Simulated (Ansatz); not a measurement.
Isolated molecules relaxed with PBE0-D4/def2-TZVP in Ansatz; ΔE leaves out vibrations. CCSD(T)/CBS adds triple-zeta CCSD(T) − MP2 to the extrapolated MP2 energy (def2 sets, frozen cores). This one scheme is used for every species. Functionals use def2-TZVPP. B3LYP here is the variant with VWN-RPA as its local correlation; programs differ in this. Each species was taken in one conformer, which may not be the lowest.

`CC(Cl)C=N` + SiH₄ → `CC([SiH3])C=N` + HCl  (formal exchange of groups at a C–Cl bond)

```tsv
level	ΔE (kJ/mol)	difference from CCSD(T)/CBS
r2SCAN-D4	-41.1	0.7
PBE0-D4	-42.7	-0.9
B2PLYP	-37.0	4.8
PBE	-38.3	3.5
B3LYP	-34.0	7.8
SCS-MP2/def2-TZVPP	-38.8	3.0
CCSD(T)/def2-TZVPP	-41.8	0.0
MP2/def2-QZVPP	-44.0	-2.2
HF/CBS(def2)	-29.9	11.9
MP2/CBS(def2)	-43.8	-2.0
CCSD(T)/CBS	-41.8	0
```

Largest T1 diagnostic among the species: 0.012.

In def2-TZVPP, CCSD(T) changes the Hartree–Fock value by −12.7 kJ/mol (the triples alone add −0.1 kJ/mol) and MP2 by −14.6 kJ/mol. The D4 term adds −4.5 kJ/mol with B3LYP and −2.8 kJ/mol with PBE0; it sums over pairs of atoms, weighted by their polarisabilities, and B3LYP, whose exchange is more repulsive, gets the larger term.
